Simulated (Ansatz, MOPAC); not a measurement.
Diatomic CuN, multiplicity 3 (lowest of 2S+1 = 1, 3, 5 at CCSD(T)/def2-TZVPP on PBE0 minima; our sources give no spin for the ground state, which may be another). No spin–orbit coupling. Cu is treated without relativity.

The constants come from a fifth-degree fit in 1/R (seven points, main isotopes). Runs in def2 and cc sets follow the lowest solution found near the PBE0 minimum.

The values were computed with Ansatz (Gaussian basis) for Hartree–Fock, density functionals and correlated methods; MOPAC for PM7 (differences of heats of formation). Values without a source in brackets are computed.

```tsv
level	r_e (Å)	ω_e (cm⁻¹)	ω_e x_e (cm⁻¹)	B_e (cm⁻¹)	dipole (D)
PM7	1.758	642	1.1	0.476	-
PBE/def2-TZVPP	1.767	616	5.0	0.471	3.17
r2SCAN/def2-TZVPP	1.767	613	5.2	0.471	3.30
B97M-V/def2-TZVPP	1.788	583	4.9	0.460	3.13
B3LYP/def2-TZVPP	1.811	557	4.6	0.448	3.48
PBE0/def2-TZVPP	1.809	561	4.6	0.450	3.68
BHLYP/def2-TZVPP	1.865	514	5.3	0.423	4.11
CAM-B3LYP/def2-TZVPP	1.807	569	4.4	0.451	3.88
wB97X-V/def2-TZVPP	1.813	567	4.0	0.448	4.22
wB97M-V/def2-TZVPP	1.817	559	4.2	0.446	4.09
B2PLYP/def2-TZVPP	1.795	579	3.6	0.457	-
```

Correlated levels freeze the inner cores; with def2 sets outer-core shells near the valence are correlated too. The state that PM7 reach isn't checked; PM7 holds dispersion and hydrogen-bond terms.

Doubts at one or more of the structures used: a spin-contaminated determinant (B2PLYP/def2-TZVPP).

Ansatz is an electronic-structure program.
